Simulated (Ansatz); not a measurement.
Species: sum formula MoO$_{2}$Cl (charge 0, doublet). The spin state was set by rule; other spins were not relaxed. 
Coordinates optimised at B3LYP-D3(BJ)/def2-TZVP (Ansatz, an electronic-structure program):
```xyz
4

Mo     0.1043    -0.3365     0.0778
O      1.7749    -0.5091    -0.0771
O     -0.4248    -0.8009     1.6104
Cl    -0.8931     1.4478    -0.9139
```
Charge 0, spin multiplicity 2.

Basis-set convergence of Hartree-Fock and MP2 correlation energies (hartree) with Ansatz. Valence correlation only, unless marked. Open shells are spin-unrestricted. No spin-orbit coupling. Frozen are the shells of the preceding noble gas and the d and f shells that filled before the atom's block. In def2 rows, elements after Kr have scalar-relativistic effective core potentials.

The UHF reference is spin-contaminated (<S^2> 0.84 over the pure value in the largest basis). The T1 diagnostic of CCSD in the largest basis is 0.081, which is high, so the coupled-cluster rows are less sure than usual.

```
basis       functions       E(HF)  E(corr, MP2)
----------  ---------  ----------  ------------
def2-SVP           77  -676.52289      -0.65592
def2-TZVPP        160           ?             ?
```

Q: Some entries are withheld; supply them.

A: 
- def2-TZVPP, E(HF): -676.90421
- def2-TZVPP, E(corr, MP2): -0.84968
